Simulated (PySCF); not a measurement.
HOY, SMILES [OH][Y]. Atoms are numbered in the order given.

```xyz
3

Y      0.0000     0.0000     0.3851
O      0.0000     0.0000    -1.5614
H      0.0000     0.0000    -2.5268
```
Charge 0, spin multiplicity 1.

Geometry optimised at PBE-D3(BJ)/def2-TZVPD. The multiplicity is an assumed one; other spin states were not compared. The def2 effective core potentials stand for the cores of Y; spin–orbit coupling is left out.

The numbers are results of PBE-D3(BJ)/def2-TZVPD in PySCF 2.14.0, not measurements.

Frequencies are harmonic and unscaled.

Modes within 1.5 cm⁻¹ of each other (mostly degenerate sets) share a row, with their intensities summed.

```
mode  ν (cm⁻¹)  IR (km/mol)  moving atoms (share of kinetic energy)
----  --------  -----------  --------------------------------------
1–2        280        138.2                          H 87 %, O 12 %
3          672         57.6                          O 79 %, Y 16 %
4         3825        221.6                                  H 94 %
```
